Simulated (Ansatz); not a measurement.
## Ansatz (development build ahead of 0.2.0) run

```yaml
crystal:
  periodic: [false, false, false]
  atoms:
    - { symbol: O, position_ang: [-1.21544, 0.922, 0.74684] }
    - { symbol: Mg, position_ang: [-1.28713, -1.01477, 0.44574] }
    - { symbol: Mg, position_ang: [0.63178, 0.75449, 1.38446] }
    - { symbol: O, position_ang: [0.56009, -1.18227, 1.08336] }
    - { symbol: Mg, position_ang: [-0.56009, 1.18227, -1.08336] }
    - { symbol: O, position_ang: [-0.63178, -0.75449, -1.38446] }
    - { symbol: O, position_ang: [1.28713, 1.01477, -0.44574] }
    - { symbol: Mg, position_ang: [1.21544, -0.922, -0.74684] }
basis:
  gaussian: { orbitals: STO-3G }
hamiltonian:
  xc: hf
```

The input is written out in the form of the current development build from the run's settings.

Output:

```yaml
Converged: yes
Total_energy: -1084.04703 hartree
Spin_squared_of_the_determinant: 0.000
```

Caution: no unrestricted run beside it, a lower state can exist.
